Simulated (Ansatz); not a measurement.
Consider the isomerisation: `OC/C=C/[SiH3]` → `C1C[SiH2]CO1`.

Program: Ansatz. Geometries: PBE0-D4/def2-TZVP. ΔE: electronic, gas phase. CCSD(T)/CBS adds triple-zeta CCSD(T) − MP2 to the extrapolated MP2 energy (def2 sets, frozen cores). DFT in def2-TZVPP. One conformer a species, not always the lowest.

CCSD(T)/CBS gives -43.3 kJ/mol.

(1) Another level gave -59.7 kJ/mol. Which?
A. CAM-B3LYP/def2-TZVPP
B. LDA (SPW92)/def2-TZVPP
C. PBE0-D4/def2-TZVPP
D. PBE-D4/def2-TZVPP

(2) What do rigid-rotor, harmonic-oscillator terms from PBE0-D4/def2-TZVP frequencies (298.15 K, 1 bar) make of the CCSD(T)/CBS value? (Best estimate.)

Largest T1 diagnostic among the species: 0.012.

Results:

(1) C. PBE0-D4 -59.7, PBE-D4 -54.1, LDA (SPW92) -76.8, CAM-B3LYP -43.8 kJ/mol.

(2) Computed: ΔZPE = +11.1 kJ/mol, ΔH = -36.4 kJ/mol, ΔS = -35 J/(mol·K), ΔG = -26.1 kJ/mol.

From r2SCAN to r2SCAN0 (25 % exact exchange), in def2-TZVPP and without D4, ΔE moves by −4.0 kJ/mol. Leaving LDA and LC-ωPBE aside and taking each functional with its dispersion term where it has one, the values, not all of them listed here, spread over 27.0 kJ/mol, from PBE-QIDH to BLYP-D4. LDA lies −26.4 kJ/mol from PBE without D4. The D4 term adds −6.1 kJ/mol with B3LYP and −3.0 kJ/mol with PBE0; it sums over pairs of atoms, weighted by their polarisabilities, and B3LYP, whose exchange is more repulsive, gets the larger term.

CCSD(T)/CBS has its own doubt, a few kJ/mol and more with outer-core shells, so smaller differences from it don't rank the levels.

B3LYP here is the variant with VWN-RPA as its local correlation; programs differ in this.
